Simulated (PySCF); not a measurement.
CTe₂, SMILES [Te]=C=[Te].

Geometry optimised at B3LYP-D3(BJ)/def2-TZVP. The def2 effective core potentials stand for the cores of Te; spin–orbit coupling is left out.

Method: B3LYP/def2-TZVPD (PySCF).

The molecule is in vacuum.

**Question.** Estimate the frontier levels, gap, dipole moment and polarisability. (The exact figures need the calculation; the answer reports its results.)

**Answer.** 
```json
{
 "highest_occupied_level": "-6.33 eV",
 "lowest_empty_level": "-2.78 eV",
 "orbital_gap": "3.55 eV",
 "dipole_moment": "0.00 D",
 "quadrupole, principal values (traceless, Buckingham form, about the centre of nuclear charge)": "-4.30, -4.30, 8.61 D·Å",
 "mean_static_polarisability": "110.2 bohr³ (16.32 Å³)",
 "polarisability_principal_values": "70.1, 70.1, 190.3 bohr³"
}
```
